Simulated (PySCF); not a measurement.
## TcF₄, quartet: structure and spectrum

All numbers come from UB3LYP in PySCF with Tc def2-SVP with ECP28, F def2-SVP; scalar-relativistic core potentials, no spin–orbit coupling; density-fitted integrals.

The structure is a minimum.

```xyz
5
charge 0 multiplicity 4, angstrom
Tc    0.0000    0.0000    0.0000
F     1.8432    0.0000    0.0000
F     0.0000    1.8432    0.0000
F    -1.8432    0.0000    0.0000
F     0.0000   -1.8432    0.0000
```

```json
{"Point group": "D4h", "Bond lengths": "Tc–F 1.843 Å (×4)", "Bond angles": "F–Tc–F 90.0° (×4), F–Tc–F 180.0° (×2)", "Atomisation energy without zero-point energy": "1795 kJ/mol", "Dipole moment": "0.00 D", "Rotational constants": "0.1306, 0.1306, 0.06529 cm⁻¹", "Entropy at 298.15 K and 1 bar (electronic part: spin only)": "333.8 J/(mol K)", "Highest occupied level (α)": "-9.11 eV", "Rotational symmetry number": "8", "Spin squared ⟨S²⟩": "3.761", "Principal quadrupole moments (Buckingham, traceless) about the centre of mass": "-5.01, -5.01, 10.03 D Å", "Zero-point energy": "22.5 kJ/mol", "Heat capacity Cp at 298.15 K": "85.6 J/(mol K)", "Lowest empty level (α)": "-5.98 eV", "Principal polarisabilities": "20.8, 38.0, 38.0 bohr³", "Enthalpy at 298.15 K above 0 K": "18.68 kJ/mol"}
```

Harmonic modes (masses in u: Tc 98.907, F 18.998):
```json
{"symmetry": "b2u", "ω (cm⁻¹)": "79", "IR (km/mol, summed over degenerate members)": "0.0", "μ (u)": "19.00", "type": "bend"}
{"symmetry": "eu", "ω (cm⁻¹)": "198", "IR (km/mol, summed over degenerate members)": "39.5", "μ (u)": "21.84", "type": "bend"}
{"symmetry": "a2u", "ω (cm⁻¹)": "208", "IR (km/mol, summed over degenerate members)": "28.3", "μ (u)": "29.27", "type": "bend"}
{"symmetry": "b2g", "ω (cm⁻¹)": "297", "IR (km/mol, summed over degenerate members)": "0.0", "μ (u)": "19.00", "type": "bend"}
{"symmetry": "b1g", "ω (cm⁻¹)": "631", "IR (km/mol, summed over degenerate members)": "0.0", "μ (u)": "19.00", "type": "stretch"}
{"symmetry": "a1g", "ω (cm⁻¹)": "696", "IR (km/mol, summed over degenerate members)": "0.0", "μ (u)": "19.00", "type": "stretch"}
{"symmetry": "eu", "ω (cm⁻¹)": "727", "IR (km/mol, summed over degenerate members)": "489", "μ (u)": "24.38", "type": "stretch"}
```

In D4h the vibrations span b2u + 2eu + a2u + b2g + b1g + a1g. The a1g, b1g, b2g, b2u modes carry no infrared intensity, as symmetry demands. With a centre of inversion only u modes can be infrared active and only g modes Raman active.

Charges (e):
```json
{"atom": "Tc1", "Mulliken": "1.29", "Löwdin": "0.50", "polar tensor": "2.49", "spin (Mulliken)": "2.69", "Mayer order to Tc1": "–"}
{"atom": "F2,3,4,5", "Mulliken": "-0.32", "Löwdin": "-0.12", "polar tensor": "-0.62", "spin (Mulliken)": "0.08", "Mayer order to Tc1": "1.04"}
```

Mulliken populations on Tc1 (electrons outside its core potential): s 2.34, p 6.48, d 4.83, f 0.06.

Formally Tc is in oxidation state +4, d3, with 3 unpaired electrons (the high-spin count). The Mulliken spin on Tc is 2.69. The polar-tensor charge on Tc, 2.49, is below the formal one.

Only a few start shapes were tried, so a lower isomer may exist. Open d and f shells are described by one determinant, and the ground state may have another occupation or spin.

The final relaxation and frequency run took roughly 70 core-seconds on a shared host.
